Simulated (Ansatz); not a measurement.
Ansatz (a program for electronic structure) input (CCSD(T)/def2-SVPD):

Ansatz 0.2 input:
```yaml
crystal:
  periodic: [false, false, false]
  atoms:
    - {symbol: Ta, position_ang: [0.00000000, 0.00000000, 0.00000000]}
    - {symbol: O, position_ang: [-0.00000000, -0.00000000, -1.90186068]}
    - {symbol: H, position_ang: [-0.00000000, -0.00000000, -2.85548913]}
    - {symbol: O, position_ang: [0.00000000, 0.00000000, 1.90186068]}
    - {symbol: H, position_ang: [0.00000000, 0.00000000, 2.85548913]}
basis:
  gaussian:
    orbitals: def2-SVPD
magnetization: {spin_polarized: true, initial_magnetization: 3}
correlation: {method: ccsd_t, electrons: outside_noble_gas}
output: {forces: true}
```

End of the output:

```
cycle   8  -13.43892088 eV  change   -4.1e-5 eV  update   3.6e-5
cycle   9  -13.43892858 eV  change   -7.7e-6 eV  update   1.6e-5
cycle  10  -13.43892927 eV  change   -6.8e-7 eV  update   7.8e-6
cycle  11  -13.43892992 eV  change   -6.5e-7 eV  update   3.6e-6
cycle  12  -13.43892856 eV  change    1.4e-6 eV  update   1.5e-6
cycle  13  -13.43892897 eV  change   -4.1e-7 eV  update   5.6e-7
perturbative correction -0.44410744 eV, -0.0163206476 hartree
the calculation of the forces begins
Total energy: -5653.31299201 eV, -207.7554205032 hartree
Atom 0 at     0.000000     0.000000     0.000000 Å, force     0.000000    -0.000000    -0.000000 eV/Å
Atom 1 at    -0.000000    -0.000000    -1.901861 Å, force    -0.000000     0.000000    -0.798888 eV/Å
Atom 2 at    -0.000000    -0.000000    -2.855489 Å, force     0.000000    -0.000000    -0.150395 eV/Å
Atom 3 at     0.000000     0.000000     1.901861 Å, force    -0.000000    -0.000000     0.798888 eV/Å
Atom 4 at     0.000000     0.000000     2.855489 Å, force     0.000000     0.000000     0.150395 eV/Å
Dipole moment:     0.000000     0.000000    -0.000000 e Å
```

The spin state was set by rule; other spins were not relaxed.
